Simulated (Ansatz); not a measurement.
Calculated with Ansatz (gas phase, PBE0-D4/def2-TZVP geometries, no zero-point term in ΔE). CCSD(T)/CBS is the MP2 limit (def2-TZVPP, def2-QZVPP) plus CCSD(T) − MP2 in def2-TZVPP, frozen cores. This one scheme is used for every species, atoms too. For atomizations the MP2-based limit and the directly extrapolated one differ by several kJ/mol either way, and by 10 to 25 for some Ge, Se and Sn compounds, so smaller differences from it don't rank the levels. Functionals use def2-TZVPP. B3LYP here is the variant with VWN-RPA as its local correlation; programs differ in this. HSE06 is defined as in plane-wave codes. No spin–orbit coupling; open shells (•) take unrestricted orbitals. Spin–orbit coupling would lower the free atoms: a little for C, Cl, O; strongly for Bi. Elements past krypton have def2 core potentials. Bonds to Bi are less sure, by a few kJ/mol each and by 10 to 20 or more in all where they break to atoms, as the def2 sets lack core-valence functions. Each species was taken in one conformer, which may not be the lowest.

Consider the atomization: `C[O][Bi]([Cl])[Cl]` → Bi• + C• + 2 Cl• + 3 H• + O•.

`C[O][Bi]([Cl])[Cl]`:

```xyz
8

C     0.406   -0.970   -0.456
O    -0.622   -0.849    0.505
Bi   -1.248    0.938    1.233
Cl    0.946    1.861    1.762
Cl   -1.520    2.082   -0.904
H     1.356   -0.572   -0.083
H     0.532   -2.034   -0.668
H     0.151   -0.455   -1.388
```

```csv
level,ΔE (kJ/mol),difference from CCSD(T)/CBS
LDA (SPW92),3054.2,469.9
PBE-D4,2679.0,94.7
revPBE-D4,2594.5,10.2
BLYP-D4,2622.1,37.8
r2SCAN-D4,2590.8,6.5
B97M-V,2643.5,59.2
PBE0-D4,2577.8,-6.5
B3LYP-D4,2585.2,0.9
r2SCANh-D4,2555.3,-29.0
HSE06-D4,2579.4,-4.9
BHLYP-D4,2457.5,-126.8
CAM-B3LYP-D4,2575.4,-8.9
ωB97X-V,2594.6,10.3
ωB97M-V,2575.7,-8.6
B2PLYP,2537.9,-46.4
PBE-QIDH,2526.9,-57.4
PBE,2653.8,69.5
revPBE,2532.5,-51.8
r2SCAN,2585.0,0.7
PBE0,2556.0,-28.3
B3LYP,2544.0,-40.3
r2SCANh,2548.9,-35.4
r2SCAN0,2497.1,-87.2
HSE06,2558.7,-25.6
BHLYP,2420.4,-163.9
CAM-B3LYP,2552.6,-31.7
LC-ωPBE,2514.4,-69.9
MP2/def2-SVP,2356.8,-227.5
CCSD(T)/def2-SVP,2307.4,-276.9
HF/def2-TZVPP,1671.9,-912.4
MP2/def2-TZVPP,2543.6,-40.7
SCS-MP2/def2-TZVPP,2511.1,-73.2
CCSD/def2-TZVPP,2408.0,-176.3
CCSD(T)/def2-TZVPP,2473.6,-110.7
HF/def2-QZVPP,1682.8,-901.5
MP2/def2-QZVPP,2610.9,26.6
SCS-MP2/def2-QZVPP,2582.5,-1.8
HF/CBS(def2),1684.3,-900.0
MP2/CBS(def2),2654.3,70.0
CCSD/CBS(def2),2518.7,-65.6
CCSD(T)/CBS,2584.3,0
```

Largest T1 diagnostic among the species: 0.014.

From BLYP to BHLYP (50 % exact exchange), in def2-TZVPP and without D4, ΔE moves by −148.5 kJ/mol: exact exchange takes away binding that semilocal exchange gives to molecules. At CCSD(T), def2-SVP lies −276.9 kJ/mol from the extrapolated value and def2-TZVPP −110.7 kJ/mol: correlation converges slowly with the basis, and small sets miss more of it in the bonded molecule than in its fragments.
